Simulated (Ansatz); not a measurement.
`[CH3][V](=[NH])([Cl])[Cl]` and `[CH3][Ta](=[NH])([Cl])[Cl]` differ in one element.

Ansatz, PBE0-D4/def2-TZVP geometries, multiplicity 1. Each molecule was computed in one conformer, which needn't be the lowest.

Elements past krypton have def2 core potentials. Scalar relativity is left out up to krypton.

| property | `[CH3][V](=[NH])([Cl])[Cl]` |
| --- | --- |
| HOMO–LUMO gap (B3LYP/def2-TZVPP) / eV | 4.81 |
| HOMO energy (PBE/def2-TZVPP) / eV | -7.16 |
| HOMO energy (ωB97M-V/def2-TZVPP) / eV | -10.69 |
| HOMO–LUMO gap (PBE/def2-TZVPP) / eV | 2.93 |
| size of the dipole moment (ωB97M-V/def2-TZVPP) / D | 2.50 |
| LUMO energy (PBE0/def2-TZVPP) / eV | -3.16 |

Problem. Give the same properties after the change, and the shifts. (An estimate is asked.)

Solution. Computed: 
| property | `[CH3][Ta](=[NH])([Cl])[Cl]` | shift |
| --- | --- | --- |
| HOMO–LUMO gap (B3LYP/def2-TZVPP) / eV | 5.72 | 0.91 |
| HOMO energy (PBE/def2-TZVPP) / eV | -6.88 | 0.28 |
| HOMO energy (ωB97M-V/def2-TZVPP) / eV | -10.45 | 0.24 |
| HOMO–LUMO gap (PBE/def2-TZVPP) / eV | 4.02 | 1.09 |
| size of the dipole moment (ωB97M-V/def2-TZVPP) / D | 1.25 | -1.25 |
| LUMO energy (PBE0/def2-TZVPP) / eV | -2.01 | 1.15 |

With PBE0 the HOMO rises by 0.29 eV and the LUMO rises by 1.15 eV, so the gap widens by about 0.86 eV. PBE moves the HOMO by 0.28 eV and ωB97M-V by 0.24 eV. Dipoles are sizes alone; their direction can turn.

B3LYP here is the variant with VWN-RPA as its local correlation; programs differ in this.
